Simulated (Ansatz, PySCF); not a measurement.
C3H9FOSi, SMILES CCOC[SiH2]F. Atoms are numbered in the order given.

```xyz
15

C      3.0689    -0.5947    -0.1828
C      1.8060     0.0812    -0.6546
O      1.0130     0.3889     0.4635
C     -0.2519     0.9345     0.1460
Si    -1.4822    -0.4958     0.2065
F     -2.9432    -0.0084    -0.3317
H      3.6147     0.0571     0.5150
H      3.7263    -0.8243    -1.0341
H      2.8333    -1.5335     0.3397
H      2.0454     1.0106    -1.2120
H      1.2551    -0.5760    -1.3579
H     -0.5028     1.6945     0.9053
H     -0.2480     1.4569    -0.8297
H     -1.0166    -1.6098    -0.6666
H     -1.6438    -0.9710     1.6076
```

The structure is a stationary point at PBE0-D3(BJ)/def2-SVP. This is a generated structure with no PubChem entry under its InChIKey; it may be hypothetical. Other conformers were not sampled.

Two levels are set side by side: PBE-D3(BJ)/def2-SVP (Ansatz, a first-principles code) and PBE0-D3(BJ)/def2-SVP (Ansatz). Each level has its own optimised geometry; the coordinates shown are those of the second. Frequencies come from the Hessian of PySCF at each geometry. Differences are taken from unrounded values.

| quantity | PBE0-D3(BJ) |
|---|---|
| mean bond length (Å) | 1.325 |
| bond C1–C2 (Å) | 1.508 |
| bond C2–O3 (Å) | 1.405 |
| bond O3–C4 (Å) | 1.414 |
| bond C4–Si5 (Å) | 1.888 |
| bond Si5–F6 (Å) | 1.631 |
| bond C1–H7 (Å) | 1.100 |
| bond C1–H8 (Å) | 1.100 |
| bond C1–H9 (Å) | 1.100 |
| bond C2–H10 (Å) | 1.110 |
| bond C2–H11 (Å) | 1.109 |
| bond C4–H12 (Å) | 1.103 |
| bond C4–H13 (Å) | 1.107 |
| bond Si5–H14 (Å) | 1.490 |
| bond Si5–H15 (Å) | 1.488 |
| highest harmonic wavenumber (cm⁻¹) | 3170 |
| mean harmonic wavenumber (cm⁻¹) | 1337 |
| zero-point energy (kcal/mol) | 74.52 |

What does PBE-D3(BJ) give, and how far is it from PBE0-D3(BJ)? (An estimate is asked for; the answer gives what the named calculation found.)


| quantity | PBE-D3(BJ) | PBE-D3(BJ) minus PBE0-D3(BJ) |
|---|---|---|
| mean bond length (Å) | 1.336 | 0.011 |
| bond C1–C2 (Å) | 1.517 | 0.009 |
| bond C2–O3 (Å) | 1.421 | 0.016 |
| bond O3–C4 (Å) | 1.430 | 0.016 |
| bond C4–Si5 (Å) | 1.901 | 0.013 |
| bond Si5–F6 (Å) | 1.647 | 0.015 |
| bond C1–H7 (Å) | 1.108 | 0.008 |
| bond C1–H8 (Å) | 1.108 | 0.008 |
| bond C1–H9 (Å) | 1.108 | 0.008 |
| bond C2–H10 (Å) | 1.119 | 0.010 |
| bond C2–H11 (Å) | 1.118 | 0.009 |
| bond C4–H12 (Å) | 1.112 | 0.008 |
| bond C4–H13 (Å) | 1.116 | 0.009 |
| bond Si5–H14 (Å) | 1.502 | 0.012 |
| bond Si5–H15 (Å) | 1.500 | 0.012 |
| highest harmonic wavenumber (cm⁻¹) | 3080 | -90 |
| mean harmonic wavenumber (cm⁻¹) | 1291 | -46 |
| zero-point energy (kcal/mol) | 71.96 | -2.56 |

Exact exchange shortens and stiffens bonds; PBE has none. Differences between two approximate levels are no errors against the true value.
